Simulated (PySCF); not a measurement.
**SnI⁺: script and output**

File input.py (PySCF 2.14):

```python
from pyscf import gto, scf

mol = gto.M(
    atom='Sn 0 0 0; I 0 0 2.76',
    basis='lanl2dz',
    ecp={'Sn': 'lanl2dz', 'I': 'lanl2dz'},
    charge=1,
    spin=0,
    verbose=3,
)
mf = scf.RHF(mol)
mf.kernel()
mf.dip_moment()
print('orbital energies (hartree):', mf.mo_energy[..., max(0, mol.nelec[1]-3):mol.nelec[0]+3].round(4))
```

```bash
$ OMP_NUM_THREADS=1 python input.py
```

The log:

```
converged SCF energy = -14.1806883227303

WARN: System has nonzero charge 1; the dipole moment is origin-dependent.
Location of origin: [0. 0. 0.]

Dipole moment(X, Y, Z, Debye):  0.00000, -0.00000, -0.19275
orbital energies (hartree): [-0.573  -0.5638 -0.5638 -0.2466 -0.2466 -0.1584]
```

In short: E(SCF) = -14.180688 Eh.

Run time: 0.69 s on 1 thread of Intel Xeon Platinum 8488C (shared host), peak memory 0.11 GiB.

Stability towards an unrestricted solution was not tested. The bond length is a typed value, not an optimised one. The dipole of an ion depends on the origin.
